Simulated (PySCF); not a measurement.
# One molecule, several mistakes: BCGeH5O

These are calculations, not measurements. They come from PySCF 2.14.0, an open-source quantum chemistry program, on an isolated molecule that a program drew, which may never have been made. The molecule is BCGeH5O (charge 0, singlet), drawn as the SMILES string `O=B[CH2][GeH3]`.

Each row is a Hartree-Fock (HF) and frozen-core CCSD(T) single point in the cc-pVDZ basis, meant for a local HF minimum. Run 1 is clean. Each other run has one planted mistake out of seven kinds, and not every kind appears here: one electron removed, one electron added, multiplicity raised by two, geometry at a saddle point, minimal basis STO-3G, one bond length entered in bohr, all coordinates scaled. The reference is restricted for singlets and unrestricted otherwise, and also for a bond in bohr. Adding or removing an electron swaps singlet and doublet. Electrons count all cores. HOMO and LUMO are orbital energies over both spins, the gradient is its largest component, and the lowest frequency (negative if imaginary) is given only where the gradient is small. Bond lengths are over the 8 bonds as drawn. T1 is the CCSD diagnostic: over 0.02 (restricted) or 0.045 (unrestricted) a single reference is doubtful. Germanium has the cc-pVDZ-PP basis, with a core potential (ECP10MDF) in place of its 10 inner electrons, and its 3s, 3p and 3d shells are frozen in CCSD(T).

Geometry of the clean run:
```xyz
9
BCGeH5O, angstrom
O    -1.7413    0.0241   -1.8598
B    -1.0091   -0.7596   -1.3426
C    -0.0711   -1.7647   -0.6584
Ge   -0.1628   -1.7330    1.3226
H    -0.3193   -2.7728   -0.9992
H     0.9580   -1.5537   -0.9594
H    -1.5834   -2.0736    1.7734
H     0.8176   -2.7780    1.8579
H     0.2284   -0.3449    1.8296
```

| run | electrons | basis functions | <S^2> | HOMO (eV) | LUMO (eV) | gradient (hartree/bohr) | lowest frequency (cm^-1) | mean bond (Å) | longest bond (Å) | T1 | HF (hartree) | CCSD(T) (hartree) | mistake |
|---|---|---|---|---|---|---|---|---|---|---|---|---|---|
| 1 | 56 | 90 | 0.000 | -12.39 | 3.44 | 1.9e-05 | 109 | 1.4353 | 1.983 | 0.0156 | -433.76999 | -434.32631 | no fault |
| 2 | 55 | 90 | 0.764 | -17.25 | -8.66 | 1.4e-01 | - | 1.4353 | 1.983 | 0.0937 | -433.38545 | -433.90478 | one electron removed |
| 3 | 56 | 90 | 2.016 | -3.54 | -3.20 | 2.0e-01 | - | 1.4353 | 1.983 | 0.0310 | -433.47236 | -434.02938 | ? |
| 4 | 56 | 90 | 0.962 | -9.23 | 0.85 | 4.6e-02 | - | 1.6559 | 3.748 | 0.0214 | -433.67186 | -434.19863 | ? |

**Which mistake was planted in run 3, and what did it cost?**

Electrons, basis and geometry are unchanged, and <S^2> is 2.016, beside S(S+1) = 2.00 for a multiplicity of 3. So the mistake is: multiplicity raised by two. Subtracting run 1 and multiplying by 627.51 kcal/mol a hartree, the energy moved by 186.8 kcal/mol in HF and 186.3 kcal/mol in CCSD(T).

**Which mistake was planted in run 4, and what did it cost?**

The mean bond changes by a factor of 1.154 and the longest by 1.890, so the molecule wasn't scaled as a whole. A length L in bohr read as angstrom grows by (1/0.5292 - 1) L = 0.890 L. The 8 bonds together grew by 8 x 0.2206 = 1.765 Å, which gives L = 1.984 Å. That is bond C3-Ge4, 1.983 Å in the clean geometry. So the mistake is: one bond length entered in bohr. Subtracting run 1 and multiplying by 627.51 kcal/mol a hartree, the energy moved by 61.6 kcal/mol in HF and 80.1 kcal/mol in CCSD(T).

Cautions from the logs. Run 2: T1 is over the limit, so its CCSD(T) energy is less reliable.
